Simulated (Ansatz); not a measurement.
Mulliken charges of `C[O][GeH2][OH]` from ωB97M-V/def2-TZVPP in Ansatz (PBE0-D4/def2-TZVP geometry).

| atom | x (Å) | y (Å) | z (Å) | charge (e) |
| --- | --- | --- | --- | --- |
| C1 | -0.635 | 1.507 | 0.015 | -0.178 |
| O2 | -0.125 | 0.396 | -0.682 | -0.415 |
| Ge3 | 0.175 | -1.119 | 0.194 | 0.508 |
| O4 | 1.253 | -2.056 | -0.842 | -0.415 |
| H5 | -1.693 | 1.377 | 0.277 | 0.111 |
| H6 | -0.553 | 2.382 | -0.633 | 0.120 |
| H7 | -0.076 | 1.715 | 0.938 | 0.106 |
| H8 | 0.827 | -0.746 | 1.543 | -0.014 |
| H9 | -1.097 | -1.965 | 0.334 | 0.007 |
| H10 | 2.007 | -1.541 | -1.141 | 0.170 |

Question: By hand: the dipole of these point charges (1 e Å = 4.8032 D).

Answer: Σ q r = (-0.207, 0.207, 0.569) e Å, of length 0.640 e Å = 3.07 D.

Question: How does the dipole of the full density compare? (Estimate.)

Answer: The calculation gave: (0.013, 0.273, 0.298) e Å, 1.94 D; the point charges give 1.58 times that, at 30° from its direction.

Point charges leave out the atoms' own dipoles, such as those of lone pairs, and Mulliken's split depends on the basis, so the two needn't agree.
